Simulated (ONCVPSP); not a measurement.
## F (Z = 9): variants of one ONCV potential

Base potential:

- Element: F
- Generator: ONCVPSP 4.0.1
- Type: optimised norm-conserving Vanderbilt (ONCV)
- Functional: PBEsol
- Relativity: scalar-relativistic
- Frozen core: [He]
- Valence charge: 7
- Reference configuration: 2s2 2p5
- Partial waves: 2s: rc 0.75 bohr, ncon 4, nbas 8, qcut 7.3 1/bohr, 1 projector; 2p: rc 1.05 bohr, ncon 5, nbas 10, qcut 10.5 1/bohr, 1 projector
- Local potential: polynomial inside 0.70 bohr (lpopt 5, dvloc0 4 Ha)
- Core correction: none

Cutoffs, loose and tight: the cutoffs (Ha) at which the residual kinetic energy of the hardest occupied pseudo-wave falls to 1 and 0.1 mHa per electron. They do not see the model core or the augmentation charge, which bear on the density cutoff. Test errors are all-electron minus pseudo excitation energies from the reference, over the configurations 2s2 2p4; 2s2 2p3; 2s2 2p2; 2s2 2p1. A dash means not determined; rows that change the core or the reference have their own tests.

| change | outcome | cutoff, loose | cutoff, tight | bound ghosts | GHOST(+) flags above zero | largest test error (meV) |
| --- | --- | --- | --- | --- | --- | --- |
| base | generated | 251 Ha | 312 Ha | none | none | +917 |
| s: qcut 4.9; p: qcut 7 | generated | 281 Ha | 328 Ha | none | none | +1698 |
| s: qcut 5.9; p: qcut 8.5 | generated | 275 Ha | 324 Ha | none | none | +1317 |
| s: qcut 7.4; p: qcut 10.6 | generated | 247 Ha | 311 Ha | none | none | +901 |
| s: qcut 8.4; p: qcut 12.1 | generated | 148 Ha | 296 Ha | none | none | +699 |
| s: qcut 9.3; p: qcut 13.4 | generated | 75 Ha | 276 Ha | none | none | +574 |
| s: qcut 10.1; p: qcut 14.5 | generated | 67 Ha | 242 Ha | none | none | +498 |
